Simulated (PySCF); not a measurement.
**Correlation energy of V (vanadium, neutral)**

[Ar] 3d3 4s2, high-spin 4F determinant. All numbers are calculated (PySCF 2.14, no relativity, point nucleus, in dyall-av2z). Frozen: [Ar]; 5 electrons correlated; the 25 highest virtual orbitals of each spin left out.

```json
{"level": "CCSD", "correlation energy (mhartree)": "-69.99"}
{"level": "(T)", "correlation energy (mhartree)": "-2.27"}
{"level": "CCSD(T)", "correlation energy (mhartree)": "-72.26"}
```

Diagnostics: T1 = 0.024, D1 = 0.0637, largest double amplitude 0.081.

**Question.** Is a single reference adequate?

**Answer.** Mostly. T1 lies below 0.03, but a double amplitude of this size points to a near-degeneracy that CCSD handles and MP2 describes poorly.
